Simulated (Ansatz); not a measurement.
```yaml
crystal:
  periodic: [false, false, false]
  atoms:
    - {symbol: C, position_ang: [-1.195187, 0.750541, -0.306180]}
    - {symbol: C, position_ang: [-0.011457, -0.155639, -0.056694]}
    - {symbol: Al, position_ang: [0.793509, -1.132948, 1.435854]}
    - {symbol: Al, position_ang: [1.891675, -0.289232, -0.563557]}
    - {symbol: H, position_ang: [-1.096709, 1.663416, 0.286791]}
    - {symbol: H, position_ang: [-1.280447, 1.060212, -1.352721]}
    - {symbol: H, position_ang: [-2.146481, 0.290631, -0.019889]}
    - {symbol: H, position_ang: [-0.081374, -1.122688, -0.654343]}
    - {symbol: H, position_ang: [0.408237, -1.451596, 2.951006]}
    - {symbol: H, position_ang: [2.801434, 0.336101, -1.717564]}
basis:
  gaussian: {orbitals: def2-SVP}
total_charge: 4
magnetization: {spin_polarized: true, initial_magnetization: 0}
hamiltonian: {xc: {name: PBE0-DH}}
accuracy: high
```

```sh
$ ansatz run in.yaml --threads 2 --pin off --events-out ev --progress --plain --max-ram 4352MiB
```

It prints (some lines left out):

```
Functional definition: PBE0-DH
2118 factors; integrals over basis functions are off by at most 9.6e-9 eV
mean field evaluation 1: about -15204.9390 eV, gradient 1.0e2 eV
mean field evaluation 2: about -15204.9445 eV, gradient 1.0e2 eV
mean field evaluation 4: about -15254.8630 eV, gradient 4.7e1 eV
mean field evaluation 8: about -15277.4050 eV, gradient 1.9e0 eV
mean field evaluation 16: about -15277.4523 eV, gradient 4.6e-3 eV
mean field evaluation 32: about -15277.4523 eV, gradient 3.1e-8 eV
mean field -15277.72080431 eV, -561.4458839472 hartree, gradient 3.0e-8 eV, S^2 0.928920; 8 other end points of the search recorded, 0 dependent functions left out
12 core orbitals not correlated: weight in the atoms' cores, before any rotation towards them, 1.000 or more for the frozen orbitals, at most 0.000 for the correlated occupied ones
reference -15277.72080673 eV, -561.4458840364 hartree; 8, 8 occupied and 74, 74 virtual orbitals, 2118 factors
second order -12.61095138 eV of doubles, -0.00000000 eV of singles
Total energy: -15279.29717566 eV, -561.5038145258 hartree
```

**Question.** What is wrong with this run?

**Answer.** The charge is far from anything that the molecule holds. The calculation finished and met its thresholds. The result belongs to that input, not to the molecule as meant.
